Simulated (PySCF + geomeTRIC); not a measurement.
A geometry relaxed with PySCF + geomeTRIC with ωB97X-D3(BJ)/def2-TZVP, charge 0, multiplicity 1:

```xyz
13

C      1.4371    -0.6280    -0.0947
H     -0.6556     1.7268    -1.1319
H     -1.0322    -1.7049     1.0031
C     -1.2463    -0.9251     0.2643
H      2.0632    -0.1332    -0.8436
B      0.0001     0.0065     0.0167
H      1.4501    -1.7075    -0.2649
C     -0.1908     1.5612    -0.1488
H     -2.1645    -0.4053     0.5475
H     -0.8948     1.9753     0.5800
H      1.9336    -0.4476     0.8706
H      0.7351     2.1411    -0.1270
H     -1.4453    -1.4628    -0.6737
```

Write the SMILES of this molecule.

`CB(C)C`
